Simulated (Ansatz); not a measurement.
Basis-set extrapolation for AlH8NO3Si (`[OH][Al-]([OH])([OH])[NH2+][SiH3]`) (PBE0-D4/def2-TZVP geometry, frozen core, Ansatz). Multiplicity 1, RHF reference.

|  | def2-TZVPP | def2-QZVPP |
| --- | --- | --- |
| HF | -814.939750 | -814.970838 |
| MP2 correlation | -1.163893 | -1.256264 |
| CCSD(T) correlation | -1.241615 | not run |

Energies in hartree. Use E(X) = E(∞) + A·exp(−7.88·√X) for Hartree–Fock and E(X) = E(∞) + B·X^(−2.97) for correlation, with X = 3 and 4, and add CCSD(T) minus MP2 of the smaller set to the MP2 limit.

**Question.** What is the CCSD(T) energy at the basis-set limit?

**Answer.** HF limit: -814.970838 + (-0.031088) × 0.13774 = -814.97512. MP2 limit: -1.256264 + (-0.092371) × 0.74074 = -1.32469. Higher-order term: -1.241615 − (-1.163893) = -0.07772. Total: -816.37753 hartree, 5.34 eV below CCSD(T)/def2-TZVPP.
